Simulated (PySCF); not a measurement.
**How the method changes the constants of GaSn**

State: ⁴Σ⁻ (quartet), unpaired electrons σ ↑, π ↑↑. Set-up: Ga def2-SVP, Sn def2-SVP with ECP28; scalar-relativistic core potentials (PySCF 2.14). De refers to Ga + Sn in their high-spin ground configurations, without counterpoise correction. The functionals are run spin-unrestricted. A positive dipole means Ga(−)Sn(+).

| Level | Re (Å) | ωe (cm⁻¹) | De (eV) | μ (D) |
| --- | --- | --- | --- | --- |
| UHF | 2.747 | 166 | 1.27 | -2.08 |
| UHF-MP2 | 2.654 | 194 | 1.93 | n/a |
| UHF-SCS-MP2 | 2.668 | 189 | 1.71 | n/a |
| LDA | 2.628 | 191 | 2.75 | -0.47 |
| PBE | 2.691 | 178 | 2.31 | -0.61 |
| r²SCAN | 2.653 | 187 | 2.31 | -0.73 |
| PBE0 | 2.664 | 186 | 2.17 | -0.87 |
| r²SCAN0 | 2.644 | 191 | 2.19 | -0.95 |
| MN15 | 2.658 | 187 | 2.25 | -0.68 |
| CAM-B3LYP | 2.659 | 186 | 1.87 | -1.04 |

(1) What does the step from GGA to meta-GGA do here, going from PBE to r²SCAN?

(2) What does a quarter of exact exchange do here, going from r²SCAN to r²SCAN0?

(3) What does second-order correlation do here, going from UHF to UHF-MP2?

Correlated steps freeze 13 core orbitals. Correlated levels converge slowly with the basis: in double zeta they bind strong bonds too weakly, by up to about 1 eV, and carry superposition errors of some tenths. Spin–orbit coupling is left out, which matters for elements this heavy, above all for dissociation energies. The state was picked by a PBE0 search and need not be the measured ground state.

The whole job (state search and all levels along the bond) took about 4.8 min on 1 thread of Arm Neoverse N1 (shared host), peak memory 0.88 GiB.

## Answers

(1) r²SCAN less PBE: -3.8 pm in Re, +5.1 % in ωe, +0.00 eV in De. 

(2) r²SCAN0 less r²SCAN: -0.9 pm in Re, +2.1 % in ωe, -0.12 eV in De. Exact exchange removes part of the self-interaction that spreads semilocal densities, and in most molecules shortens and stiffens the bond and lowers De; so it does here.

(3) UHF-MP2 less UHF: -9.3 pm in Re, +16.9 % in ωe, +0.66 eV in De. Correlation nearly always deepens the well. The bond shortens, as in weak, metallic or heavy-atom bonds, where dispersion and the correlation of outer-core electrons pull the atoms together.
